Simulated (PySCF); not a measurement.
Multinuclear NMR of C$_{6}$H$_{10}$O

Structure with atom numbers: `[CH2:1]1[CH2:2][CH2:3][C@H:4]2[O:5][C@H:6]2[CH2:7]1`; H(Xn) means a hydrogen on atom n. Ha(C1), Ha(C2), Ha(C3), Ha(C7) are cis to O5 on the ring; Hb(C1), Hb(C2), Hb(C3), Hb(C7) are trans to O5 on the ring.

Calculated, not measured (PySCF): shielding tensors at PBE0/pcSseg-1 (GIAO), coordinates at the PBE0-D3(BJ)/def2-SVP level, B3LYP/pcJ-1 coupling constants (without the spin–dipole term). Non-relativistic, gas phase, one averaged value for each set of equivalent atoms, one computed conformer.

Task: What are the ¹⁷O shifts?

Result: 
| atoms | environment | σ (ppm) | δ (ppm) |
| --- | --- | --- | --- |
| O5 | ether oxygen | 292.5 | 3.2 |

Shieldings were converted by a linear fit to measured shifts: ¹⁷O (scatter 13.4 ppm rms, 14.2 ppm with the 1 outlier that the fit left out vs liquid water, solution or neat liquid). A few per cent of atoms miss by over 2 rms, more outside the fitted compound classes. Couplings are scaled by factors fitted to measured values: ²J(H,H) × 0.91 (rms 0.6 Hz), ³J(H,H) × 0.91 (rms 0.4 Hz, 0.5 with 2 outliers); all others are unscaled and can be 10–30 % off.

Couplings (the largest are listed; each averaged over equivalent pairs; quadrupolar broadening usually hides them): ¹J(C4,O5) = 27.3 Hz, ²J(O5,H(C4)) = -6.5 Hz, ²J(C3,O5) = -2.6 Hz, ³J(O5,Hb(C3)) = -3.8 Hz, ³J(O5,Ha(C3)) = -1.3 Hz.

On a 400 MHz spectrometer ¹⁷O resonates near 54.2 MHz, so 1 ppm is 54.2 Hz.
